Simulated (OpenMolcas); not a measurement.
# Te2+: effect of the basis set

```json
{"Program": "OpenMolcas", "Method": "CASSCF", "Active space": "2 electrons in 3 orbitals (5p)", "State averaging": "2S+1 = 3 even, 3 roots; 2S+1 = 1 even, 6 roots", "Spin-orbit coupling": "RASSI with atomic mean-field integrals over the reference wave functions, term energies averaged over their components"}
```

A. ANO-RCC-VDZP [6s5p3d1f], DKH2, point nucleus; cost roughly 3 core-seconds
B. ANO-R1 [6s5p3d1f], X2C, finite nucleus; cost about 2.3 core-seconds
C. ANO-RCC-VTZP [7s6p4d2f1g], DKH2, point nucleus; cost roughly 2.9 core-seconds
D. ANO-R2 [7s6p4d2f1g], X2C, finite nucleus; cost roughly 3 core-seconds
E. ANO-RCC-VQZP [8s7p5d3f2g], DKH2, point nucleus; cost roughly 4 core-seconds
F. ANO-R3 [8s7p5d4f3g2h], X2C, finite nucleus; cost roughly 10 core-seconds

Energies in cm⁻¹ above 5s² 5p² ³P₀, the measured ground level; measured values from the list in Zhang, Palmeri, Quinet and Biemont, Astron. Astrophys. 551, A136 (2013).

```
      Level      A      B      C      D      E      F  Measured
5s² 5p² ³P₀    0.0    0.0    0.0    0.0    0.0    0.0       0.0
5s² 5p² ³P₁   4288   4176   3867   3802   3788   3838      4757
5s² 5p² ³P₂   8148   7999   7524   7438   7402   7490      8167
5s² 5p² ¹D₂  19074  18896  18356  18332  18239  18399     17360
5s² 5p² ¹S₀  35176  35076  34645  34746  34568  34810     30398
```

Deviations, from unrounded energies. A percentage is the sum of absolute deviations over the sum of measured energies, with the sign that they share, or ± where signs differ.

| Against measurement | Levels | A | B | C | D | E | F |
| --- | --- | --- | --- | --- | --- | --- | --- |
| mean absolute deviation (cm-1) | 4 | 1700 | 1700 | 1700 | 1800 | 1700 | 1800 |
| fine structure of the ground term (%) | 2 | -3.8 | -5.8 | -11.9 | -13.0 | -13.4 | -12.3 |
| other terms of the ground configuration (%) | 2 | +13.6 | +13.0 | +11.0 | +11.1 | +10.6 | +11.4 |

A, B, C, D, E, F lie about equally close to measurement. The largest miss of C in the table is 5s² 5p² ¹S₀, by +4200 cm-1. The ranking rests on the paired levels alone, and a cruder setting can come out closer through cancelling errors.

Among A to F the level of the table that moves most is 5s² 5p² ¹D₂, by 840 cm-1 (lowest in E, highest in A).

With the s shell closed, the reference lacks s² → p² mixing. Computed and measured levels are paired by configuration, term and J; levels that our copy of the source lacks, or whose pairing is in doubt (as where it misses far off the trend of its configuration), stay unpaired and out of the deviations. Levels of configurations outside the active space are missing.
